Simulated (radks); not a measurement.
Q: Species: Dy. Configuration: [Xe] 4f10 6s2 (the NIST ground configuration). All-electron calculation, scalar-relativistic Kohn-Sham, PBEsol, spin-unpolarised, spherical densities, finite nucleus; Fermi nuclear charge, rms radius 5.2218 fm. Program: a radial shooting solver on a logarithmic mesh with Libxc functionals. Some entries of the table are withheld. Estimate them.

| orbital | occ. | eigenvalue (Ry) | <r^2> (bohr^2) |
|---|---|---|---|
| 1s | 2 | (1) | 0.0006098 |
| 2s | 2 | -656.4292 | 0.009526 |
| 2p | 6 | -582.5918 | 0.007709 |
| 3s | 2 | -146.0989 | 0.06291 |
| 3p | 6 | -123.4254 | 0.06317 |
| 3d | 10 | -94.23288 | 0.05285 |
| 4s | 2 | -28.87611 | 0.3172 |
| 4p | 6 | (2) | 0.3591 |
| 4d | 10 | (3) | 0.4320 |
| 5s | 2 | -3.59764 | (4) |
| 5p | 6 | -1.86541 | 2.731 |
| 6s | 2 | -0.27668 | 19.11 |
| 4f | 10 | -0.23199 | 1.094 |

A: 
(1) 1s eigenvalue (Ry): -3941.649
(2) 4p eigenvalue (Ry): -21.40952
(3) 4d eigenvalue (Ry): -11.23786
(4) 5s <r^2> (bohr^2): 1.908
